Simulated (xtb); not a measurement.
C₂H₈Si₂, singlet, at a GFN2-xTB geometry; GFN0-xTB (xtb 6.7.1).

The xtb input:
```
$ xtb mol.xyz --gfn 0 --json

# file mol.xyz
12

C      0.25209438     0.38514971     1.24640713
Si     1.34551195    -0.26633688    -0.18984983
C     -0.25362570    -0.39526463    -1.24292497
Si    -1.34479007     0.27110514     0.18820832
H      0.49999714     1.38792267     1.58498194
H      0.25076462    -0.24475418     2.13240670
H      2.32827527     0.69774529    -0.69174618
H      2.00712496    -1.54626746     0.07700294
H     -0.25648887     0.22053274    -2.13870826
H     -0.50035246    -1.40385890    -1.56485572
H     -1.98651303     1.55971117    -0.08540501
H     -2.34372596    -0.67709734     0.68841186
```

It wrote (shortened):

```
   ID    Z sym.   atoms
    1    6 C      1, 3
    2   14 Si     2, 4
    3    1 H      5-12

           -------------------------------------------------
          |                Calculation Setup                |
           -------------------------------------------------

molecular fragmentation (1/2 indicates fragments):
111111121112
# atoms in fragment 1/2:    10     2
 fragment masses (1/2) :       86.24        2.02
CMA distance (Bohr)    :   2.297
constraining FC (au)   :  0.0500

           -------------------------------------------------
          |                 G F N 0 - x T B                 |
           -------------------------------------------------

          ...................................................
          :                      SETUP                      :
          :.................................................:
          :  # basis functions                  44          :
          :  # atomic orbitals                  42          :
          :  # shells                           26          :
          :  # electrons                        24          :
          :  electronic temp.          300.0000000     K    :
          :  accuracy                    1.0000000          :
          :  -> integral cutoff          0.2500000E+02      :
          :  -> integral neglect         0.1000000E-07      :
          ...................................................

         :::::::::::::::::::::::::::::::::::::::::::::::::::::
         ::                     SUMMARY                     ::
         :::::::::::::::::::::::::::::::::::::::::::::::::::::
         :: total energy             -12.297866011794 Eh    ::
         :: gradient norm              0.020821615576 Eh/a0 ::
         :: HOMO-LUMO gap              4.803480078151 eV    ::
         ::.................................................::
         :: H0 energy                -12.366324116364 Eh    ::
         :: repulsion energy           0.163608082897 Eh    ::
         :: electrostat energy        -0.091929559857 Eh    ::
         :: -> Gsolv                   0.000000000000 Eh    ::
         ::    -> Gsasa                0.000000000000 Eh    ::
         ::    -> Gshift               0.000000000000 Eh    ::
         :: dispersion energy         -0.003220418470 Eh    ::
         :: short-range corr.          0.000000000000 Eh    ::
         :: add. restraining           0.000000000000 Eh    ::
         :: total charge               0.000000000000 e     ::
         :::::::::::::::::::::::::::::::::::::::::::::::::::::

           -------------------------------------------------
          |                Property Printout                |
           -------------------------------------------------

    * Orbital Energies and Occupations

         #    Occupation            Energy/Eh            Energy/eV
      -------------------------------------------------------------
         1        2.0000           -0.6411062             -17.4454
         2        2.0000           -0.6029339             -16.4067
         3        2.0000           -0.5962278             -16.2242
         4        2.0000           -0.5764785             -15.6868
         5        2.0000           -0.5283325             -14.3767
         6        2.0000           -0.5257668             -14.3068
         7        2.0000           -0.4800192             -13.0620
         8        2.0000           -0.4777416             -13.0000
         9        2.0000           -0.4700381             -12.7904
        10        2.0000           -0.4314967             -11.7416
        11        2.0000           -0.4295703             -11.6892
        12        2.0000           -0.4234504             -11.5227 (HOMO)
        13                         -0.2469258              -6.7192 (LUMO)
        14                         -0.2252293              -6.1288
        15                         -0.2187098              -5.9514
        16                         -0.2097825              -5.7085
        17                         -0.2019662              -5.4958
        18                         -0.1915707              -5.2129
        19                         -0.1545159              -4.2046
        20                         -0.1350015              -3.6736
        21                         -0.1347290              -3.6662
        22                         -0.1133542              -3.0845
        23                         -0.1053399              -2.8664
       ...                                ...                  ...
        42                          1.6503952              44.9095
      -------------------------------------------------------------
                  HL-Gap            0.1765246 Eh            4.8035 eV
             Fermi-level            0.0000000 Eh            0.0000 eV

     #   Z          covCN         q      C6AA      α(0)
     1   6 C        3.593    -0.652    42.282     9.510
     2  14 Si       4.075     0.553   135.164    21.457
     3   6 C        3.593    -0.652    42.282     9.510
     4  14 Si       4.075     0.553   135.164    21.457
     5   1 H        0.925     0.165     1.298     1.781
     6   1 H        0.925     0.164     1.298     1.782
     7   1 H        0.918    -0.115     6.125     3.871
     8   1 H        0.918    -0.115     6.130     3.872
     9   1 H        0.925     0.165     1.298     1.781
    10   1 H        0.925     0.164     1.298     1.782
    11   1 H        0.918    -0.115     6.125     3.871
    12   1 H        0.918    -0.115     6.130     3.872

 Mol. C6AA /au·bohr⁶  :       2544.421977
 Mol. C8AA /au·bohr⁸  :      99321.762240
 Mol. α(0) /au        :         84.545937

Wiberg/Mayer (AO) data.
largest (>0.10) Wiberg bond orders for each atom

 ---------------------------------------------------------------------------
     #   Z sym  total        # sym  WBO       # sym  WBO       # sym  WBO
 ---------------------------------------------------------------------------
     1   6 C    3.812 --     5 H    0.937     6 H    0.937     2 Si   0.925
                             4 Si   0.925
     2  14 Si   3.843 --     1 C    0.925     3 C    0.925     8 H    0.885
                             7 H    0.885     4 Si   0.121
     3   6 C    3.812 --     9 H    0.937    10 H    0.937     2 Si   0.925
                             4 Si   0.925
     4  14 Si   3.843 --     1 C    0.925     3 C    0.925    12 H    0.885
                            11 H    0.885     2 Si   0.121
     5   1 H    0.987 --     1 C    0.937
     6   1 H    0.987 --     1 C    0.937
     7   1 H    0.921 --     2 Si   0.885
     8   1 H    0.921 --     2 Si   0.885
     9   1 H    0.987 --     3 C    0.937
    10   1 H    0.987 --     3 C    0.937
    11   1 H    0.921 --     4 Si   0.885
    12   1 H    0.921 --     4 Si   0.885
 ---------------------------------------------------------------------------

Topologies differ in total number of bonds
Writing topology from bond orders to xtbtopo.mol

 dipole moment from electron density (au)
     X       Y       Z
  -0.0008  -0.0051   0.0017  total (Debye):    0.014

           -------------------------------------------------
          | TOTAL ENERGY              -12.297866011794 Eh   |
          | GRADIENT NORM               0.020821615576 Eh/α |
          | HOMO-LUMO GAP               4.803480078151 eV   |
           -------------------------------------------------

normal termination of xtb
```
